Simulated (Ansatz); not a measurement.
A CCSD(T) single point on C₃H₁₁BSe.

```yaml
crystal:
  periodic: [false, false, false]
  atoms:
    - {symbol: C, position_ang: [-0.809107, 0.467391, -1.250683]}
    - {symbol: B, position_ang: [0.238946, -0.239611, -0.309593]}
    - {symbol: C, position_ang: [1.677114, 0.383980, -0.148284]}
    - {symbol: C, position_ang: [-0.016398, -1.723805, 0.154280]}
    - {symbol: Se, position_ang: [-0.813535, 0.978190, 2.284411]}
    - {symbol: H, position_ang: [-0.738190, 1.557922, -1.261459]}
    - {symbol: H, position_ang: [-0.581793, 0.137857, -2.275877]}
    - {symbol: H, position_ang: [-1.846362, 0.178359, -1.063702]}
    - {symbol: H, position_ang: [2.212132, 0.046609, 0.742825]}
    - {symbol: H, position_ang: [1.698890, 1.476151, -0.186333]}
    - {symbol: H, position_ang: [2.269579, 0.038270, -1.008741]}
    - {symbol: H, position_ang: [-1.070111, -1.970176, 0.308393]}
    - {symbol: H, position_ang: [0.331250, -2.374234, -0.662417]}
    - {symbol: H, position_ang: [0.552771, -2.018607, 1.039306]}
    - {symbol: H, position_ang: [-0.910513, 2.330998, 1.725337]}
    - {symbol: H, position_ang: [-2.217772, 0.708106, 1.956937]}
basis:
  gaussian: {orbitals: def2-SVP}
correlation: {method: ccsd_t}
```

```sh
$ ansatz run in.yaml --threads 4 --pin off --events-out ev --progress --plain --max-ram 11315MiB
```

Output of Ansatz, abridged:

```
Functional definition: HF
1461 factors; integrals over basis functions are off by at most 1.5e-3 eV
mean field evaluation 1: about -69225.3722 eV, gradient 3.7e1 eV
mean field evaluation 2: about -69225.4535 eV, gradient 3.7e1 eV
mean field evaluation 4: about -69229.6926 eV, gradient 3.2e0 eV
mean field evaluation 8: about -69229.7425 eV, gradient 1.3e-1 eV
mean field evaluation 16: about -69229.6605 eV, gradient 4.7e-1 eV
mean field -69229.74261433 eV, -2544.1461154717 hartree, gradient 5.0e-6 eV, S^2 0.000000; 0 other end points of the search recorded, 0 dependent functions left out
13 core orbitals not correlated: weight in the atoms' cores, before any rotation towards them, 1.000 or more for the frozen orbitals, at most 0.000 for the correlated occupied ones
reference -69229.74261433 eV, -2544.1461154717 hartree; 21, 21 occupied and 109, 109 virtual orbitals, 1461 factors
second order -21.19365023 eV of doubles, -0.00000000 eV of singles
cycle   1  -22.44586022 eV  change    -1.3e0 eV  update   9.1e-2
cycle   2  -23.04884652 eV  change   -6.0e-1 eV  update   2.7e-2
cycle   3  -23.10384560 eV  change   -5.5e-2 eV  update   9.0e-3
cycle   4  -23.10410073 eV  change   -2.6e-4 eV  update   2.3e-3
cycle   5  -23.10428602 eV  change   -1.9e-4 eV  update   7.4e-4
cycle   6  -23.10387781 eV  change    4.1e-4 eV  update   2.3e-4
cycle   7  -23.10383733 eV  change    4.0e-5 eV  update   8.0e-5
cycle   8  -23.10385884 eV  change   -2.2e-5 eV  update   2.5e-5
perturbative correction -0.61666807 eV, -0.0226621335 hartree
Total energy: -69253.46314124 eV, -2545.0178287572 hartree
```

Hardware: 4 threads of an Intel Xeon Platinum 8488C on a shared host. Wall time 15 s, peak host memory 1.2 GiB.

The correlation energy is -23.721 eV, 2.6 % of it from (T); the T1 diagnostic reads 0.0076.
